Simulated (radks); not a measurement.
All-electron atom: the cadmium ion Cd+ in [Kr] 4d10 5s1. All-electron calculation, scalar-relativistic Kohn-Sham, Slater X-alpha with alpha = 0.819, spin-polarised, spherical densities, finite nucleus; open shells are filled with parallel spins first (spin-orbit coupling, left out, can overturn this in heavy ions); Fermi nuclear charge, rms radius 4.6087 fm. Program: a radial shooting solver on a logarithmic mesh with Libxc functionals.

Radial electron density D(r) = 4 pi r^2 rho(r):

r (bohr),D(r) (e/bohr),spin D(r)
0.002127,4.967,0.000867
0.002836,7.957,0.00138
0.003783,12.46,0.00214
0.005006,18.72,0.00317
0.006676,27.35,0.00453
0.008904,37.91,0.00601
0.01178,48.73,0.00717
0.01571,57.84,0.00730
0.02096,61.70,0.00555
0.02773,59.20,0.00211
0.03699,54.07,-0.000863
0.04933,55.00,0.00128
0.06527,66.08,0.00953
0.08705,77.80,0.0136
0.1161,73.05,-0.00268
0.1536,57.36,-0.0251
0.2049,55.17,-0.0127
0.2733,63.69,0.0173
0.3616,51.58,0.00580
0.4823,25.81,0.0116
0.6433,18.36,0.0346
0.8579,20.74,-0.0663
1.135,15.30,-0.0703
1.514,7.152,0.252
2.019,2.650,0.543
2.672,0.9239,0.464
3.564,0.2525,0.195
4.753,0.04126,0.0378
6.289,0.003228,0.00314

D(r) has 4 maxima, at r = 0.0213, 0.0943, 0.278, 0.838 bohr, and minima at 0.0420, 0.182, 0.613 bohr, inside which lie 2.01, 11.15, 28.99 electrons.
